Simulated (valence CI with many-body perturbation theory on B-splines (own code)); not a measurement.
Ga XXVII: calculated level list

Level of theory: configuration interaction combined with many-body perturbation theory (CI+MBPT): three valence electrons over a frozen Dirac-Fock core [He], a basis of 11 s, 11 p, 9 d, 7 f, 5 g, 2 h, 1 i functions for each j, with the one-electron correlation potential Σ1 (screened to all orders), the two-electron term Σ2, the three-electron term Σ3, Breit, model QED; selected single and double excitations, second order for the rest (own B-spline code, finite nucleus).

The last digits are not significant, and no measured levels were compared; by estimate large intervals hold to a few tenths of a per cent, small ones and those within an open d or f shell to about a per cent.

Levels 1 to 45 of 90, with energies above the lowest level, 2s2 2p 2P°_1/2. "Leading %" is the weight of the configuration and term that name the level; weights of strongly mixed levels are sums over their largest components and can fall short. In the jj column 3d3/2^4 stands for four electrons in 3d with j = 3/2.

```tsv
No.	Configuration	Term	J	E (× 10³ cm⁻¹)	Leading %	Leading jj	Second component
1	2s2 2p	2P°	1/2	0.00	98	2s^2 2p1/2 (98 %)	
2	2s2 2p	2P°	3/2	256.27	98	2s^2 2p3/2 (98 %)	
3	2s 2p2	4P	1/2	542.94	90	2s 2p1/2^2 (73 %)	8 % 2s 2p2 2S
4	2s 2p2	4P	3/2	684.54	98	2s 2p1/2 2p3/2 (95 %)	
5	2s 2p2	4P	5/2	780.39	84	2s 2p1/2 2p3/2 (73 %)	16 % 2s 2p2 2D
6	2s 2p2	2D	3/2	1030.6	89	2s 2p1/2 2p3/2 (89 %)	11 % 2s 2p2 2P
7	2s 2p2	2D	5/2	1116.9	84	2s 2p3/2^2 (73 %)	16 % 2s 2p2 4P
8	2s 2p2	2P	1/2	1131.1	70	2s 2p1/2 2p3/2 (68 %)	24 % 2s 2p2 2S
9	2s 2p2	2S	1/2	1404.9	68	2s 2p3/2^2 (88 %)	29 % 2s 2p2 2P
10	2s 2p2	2P	3/2	1417.3	89	2s 2p3/2^2 (85 %)	10 % 2s 2p2 2D
11	2p3	4S°	3/2	1704.1	70	2p1/2^2 2p3/2 (76 %)	20 % 2p3 2P°
12	2p3	2D°	3/2	1909.5	68	2p1/2 2p3/2^2 (81 %)	22 % 2p3 4S°
13	2p3	2D°	5/2	1976.2	100	2p1/2 2p3/2^2 (100 %)	
14	2p3	2P°	1/2	2148.6	98	2p1/2 2p3/2^2 (98 %)	
15	2p3	2P°	3/2	2315.5	69	2p3/2^3 (93 %)	23 % 2p3 2D°
16	2s2 3s	2S	1/2	12107	95	2s^2 3s (95 %)	
17	2s2 3p	2P°	1/2	12331	93	2s^2 3p1/2 (93 %)	
18	2s2 3p	2P°	3/2	12403	92	2s^2 3p3/2 (92 %)	
19	2s 2p 3s	4P°	1/2	12551	94	2s 2p1/2 3s (96 %)	
20	2s2 3d	2D	3/2	12604	95	2s^2 3d3/2 (95 %)	
21	2s 2p 3s	4P°	3/2	12605	85	2s 2p1/2 3s (82 %)	12 % 2s 2p 3s 2P°
22	2s2 3d	2D	5/2	12626	96	2s^2 3d5/2 (96 %)	
23	2s 2p 3s	2P°	1/2	12685	94	2s 2p1/2 3s (87 %)	
24	2s 2p 3p	4D	1/2	12745	75	2s 2p1/2 3p1/2 (98 %)	20 % 2s 2p 3p 2P
25	2s 2p 3p	4D	3/2	12794	67	2s 2p1/2 3p1/2 (82 %)	19 % 2s 2p 3p 2P
26	2s 2p 3s	4P°	5/2	12799	98	2s 2p3/2 3s (98 %)	
27	2s 2p 3p	4P	3/2	12859	24	2s 2p1/2 3p3/2 (92 %)	23 % 2s 2p 3p 4S
28	2s 2p 3p	2P	1/2	12886	40	2s 2p1/2 3p1/2 (55 %)	22 % 2s 2p 3p 4P
29	2s 2p 3s	2P°	3/2	12887	87	2s 2p3/2 3s (95 %)	10 % 2s 2p 3s 4P°
30	2s 2p 3p	4P	1/2	12895	64	2s 2p1/2 3p3/2 (56 %)	24 % 2s 2p 3p 2P
31	2s 2p 3p	4D	5/2	12896	79	2s 2p1/2 3p3/2 (78 %)	12 % 2s 2p 3p 4P
32	2s 2p 3p	2D	3/2	12935	54	2s 2p1/2 3p3/2 (85 %)	23 % 2s 2p 3p 4S
33	2s 2p 3d	4F°	3/2	12997	84	2s 2p1/2 3d3/2 (96 %)	8 % 2s 2p 3d 2D°
34	2s 2p 3d	4F°	5/2	13032	78	2s 2p1/2 3d3/2 (48 %)	15 % 2s 2p 3d 4D°
35	2s 2p 3p	4P	3/2	13051	50	2s 2p3/2 3p1/2 (91 %)	21 % 2s 2p 3p 2P
36	2s 2p 3p	4P	5/2	13071	50	2s 2p3/2 3p1/2 (85 %)	33 % 2s 2p 3p 2D
37	2s 2p 3p	4D	7/2	13075	100	2s 2p3/2 3p3/2 (100 %)	
38	2s 2p 3d	4P°	5/2	13081	45	2s 2p1/2 3d5/2 (70 %)	24 % 2s 2p 3d 2D°
39	2s 2p 3d	4F°	7/2	13090	68	2s 2p1/2 3d5/2 (80 %)	24 % 2s 2p 3d 4D°
40	2s 2p 3d	4D°	3/2	13099	54	2s 2p1/2 3d3/2 (50 %)	27 % 2s 2p 3d 4P°
41	2s 2p 3p	4S	3/2	13100	40	2s 2p3/2 3p3/2 (91 %)	34 % 2s 2p 3p 2P
42	2s 2p 3d	4D°	1/2	13104	79	2s 2p1/2 3d3/2 (82 %)	11 % 2s 2p 3d 2P°
43	2s 2p 3s	2P°	3/2	13141	56	2s 2p3/2 3s (54 %)	18 % 2s 2p 3d 2D°
44	2s 2p 3s	2P°	1/2	13143	95	2s 2p3/2 3s (84 %)	
45	2s 2p 3p	2D	5/2	13161	63	2s 2p3/2 3p3/2 (93 %)	34 % 2s 2p 3p 4P
```

Names give the largest LS component (configuration and term), which can be under half, so a name can repeat, a term be missing and a line seem to break the LS rules; names also repeat where a configuration has a term twice.

The ionisation energy to 2s2 1S_0 of the next ion comes out as 2683.6 eV (NIST: 2683 ± 1.4 eV (semi-empirical)). All 90 levels together are meant to be complete up to 13977 × 10³ cm⁻¹.
